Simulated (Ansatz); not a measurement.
Basis sets compared for the cluster Hg4S3. The state is a singlet with charge 0. Geometry r2SCAN-D4/def2-SVP. Ansatz on 4 threads of Arm Neoverse V2 on a shared host; times are rough, and most runs start from earlier orbitals.

```xyz
7

Hg    1.9203    1.5746    0.9994
Hg   -1.2309   -3.4649   -1.1469
Hg   -0.5880    1.7845    2.0163
Hg   -0.9873   -0.2581   -0.3739
S     2.3809    0.6245   -1.2881
S    -2.6423    0.7959    1.0188
S     1.1473   -1.0564   -1.2257
```

In the def2 sets Hg takes a core potential; there is no spin–orbit coupling. Another isomer (singlet) lies 1.31 eV lower at PBE0-D4/def2-TZVP; other spin states weren't run for this one.

Binding counts from free atoms (Hg singlet, S triplet) in the same basis, without a counterpoise term.

```tsv
level	functions	energy (Eh)	HOMO (eV)	LUMO (eV)	binding per atom (eV)	wall time
PBE-D4/def2-SVP	182	-1807.8996	-5.17	-4.08	1.13	3 s
PBE0-D4/def2-SVP	182	-1807.8181	-6.03	-3.54	1.03	6 s
```

(1) Estimate the rows for PBE-D4/def2-TZVP (with forces), PBE0-D4/def2-TZVP.

Results:

(1) 
```tsv
level	functions	energy (Eh)	HOMO (eV)	LUMO (eV)	binding per atom (eV)	wall time
PBE-D4/def2-TZVP (with forces)	283	-1808.3597	-5.24	-4.10	1.24	7 s
PBE0-D4/def2-TZVP	283	-1808.2754	-6.08	-3.49	1.15	16 s
```
